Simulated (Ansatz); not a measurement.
The same path of AlFH2 + AsH3 (8 atoms, charge 0, multiplicity 1) was run 3 times with different band settings. Lost on the way: H5–As6. Made: Al1–As6, F2–H5.

Theory: Ansatz, UKS PBE0-D4/def2-SVP.

Relaxed end points:

```xyz
8
Properties=species:S:1:pos:R:3
Al -0.068 -0.057 -1.297
F -1.460 -0.996 -1.333
H 1.312 -0.827 -1.275
H -0.262 1.488 -1.575
H -1.011 -0.328 0.904
As -0.060 0.257 1.953
H 0.540 1.251 0.959
H 1.009 -0.788 1.663
```

```xyz
8
Properties=species:S:1:pos:R:3
Al 0.263 0.066 -0.973
F -1.612 -0.826 -0.806
H 1.104 -1.123 -1.605
H -0.110 1.393 -1.763
H -1.651 -0.780 0.143
As 0.088 0.139 1.499
H 0.477 1.590 1.688
H 1.442 -0.458 1.816
```

Common settings: movable images 5; climbing image yes; spring 5.0 eV/Å²; optimiser quadratic models (default); iteration limit 60; end points relaxed.

| run | start path | force threshold |
| --- | --- | --- |
| 1 | through a guess of the saddle point | 0.03 eV/Å |
| 2 | straight line | 0.03 eV/Å |
| 3 | through a guess of the saddle point | 0.5 eV/Å |

(1) What does each run give, and how far can it be trusted?

## Answers

(1) Run 1: converged after 16 iterations, highest image 1.000 eV above the first end. A vibrational analysis at the climbing image gives one clearly imaginary mode, 628i cm⁻¹: a first-order saddle point.
Run 2: converged after 10 iterations, highest image 1.000 eV above the first end. Another band between the same ends (5 images) ends at a top of the same energy, where a vibrational analysis finds 1 clearly imaginary mode.
Run 3: converged after 4 iterations, highest image 1.026 eV above the first end. The threshold of 0.5 eV/Å is loose, so the images may lie well off the minimum-energy path. The order of the stationary point at the top wasn't checked.
The orbitals stay closed-shell, which can raise the energy where a bond breaks towards radicals; this wasn't checked here.
